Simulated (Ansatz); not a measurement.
Consider the hydrogenolysis of a C–F bond: `F[CH2][AlH][Br]` + H₂ → `[CH3][AlH][Br]` + H–F.

Isolated molecules relaxed with PBE0-D4/def2-TZVP in Ansatz; ΔE leaves out vibrations. CBS: MP2 limit from def2 TZ/QZ plus the TZ coupled-cluster correction, frozen cores. This one scheme is used for every species. Functionals use def2-TZVPP. For Br outer-core shells are correlated without core-valence functions, which leaves a few kJ/mol of doubt a bond. Scalar relativity is left out up to krypton. One conformer a species, not always the lowest.

CCSD(T)/CBS gives -150.2 kJ/mol.

Q: Another level gave -134.9 kJ/mol. Which?
A. BHLYP-D4/def2-TZVPP
B. CCSD/def2-TZVPP
C. revPBE/def2-TZVPP
D. r2SCAN0-D4/def2-TZVPP

A: C. revPBE -134.9, r2SCAN0-D4 -146.1, CCSD/def2-TZVPP -150.3, BHLYP-D4 -141.6 kJ/mol.

Largest T1 diagnostic among the species: 0.009.

At CCSD(T), def2-SVP lies +11.5 kJ/mol from the extrapolated value and def2-TZVPP +1.7 kJ/mol. Leaving LDA and LC-ωPBE aside and taking each functional with its dispersion term where it has one, the values, not all of them listed here, spread over 27.6 kJ/mol, from PBE-QIDH to BLYP-D4. LDA lies −3.5 kJ/mol from PBE without D4.
